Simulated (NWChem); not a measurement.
System: BN2H4F; SMILES NB(N)F

Here is an NWChem input.

```
start job
memory heap 200 mb stack 900 mb global 1100 mb
geometry units angstroms noautoz
  B      0.000000     0.000000    -0.018340
  F      0.000000     0.000000    -1.368566
  N     -1.251104     0.000000     0.636870
  H     -2.113577     0.000000     0.112548
  H     -1.371504     0.000000     1.637830
  N      1.251104     0.000000     0.636870
  H      1.371504     0.000000     1.637830
  H      2.113577     0.000000     0.112548
end
basis spherical
  * library 6-31g*
end
dft
  xc xwpbe 1.00 cpbe96 1.0 hfexch 1.00
  cam 0.4 cam_alpha 0.0 cam_beta 1.0
  iterations 150
  mulliken
end
task dft energy
```

Geometry: optimised at PBE0/def2-SVP.

Predict the main results of this run. (LC-wPBE (HJS exchange hole, range parameter 0.4 per bohr)/6-31G* (spherical d).) Quantities: energy (Ha); highest occupied level (eV); orbital gap (eV); dipole (D).


```json
{
  "energy (Ha)": "-236.57",
  "highest occupied level (eV)": "-9.55",
  "orbital gap (eV)": "14.62",
  "dipole (D)": "2.23"
}
```
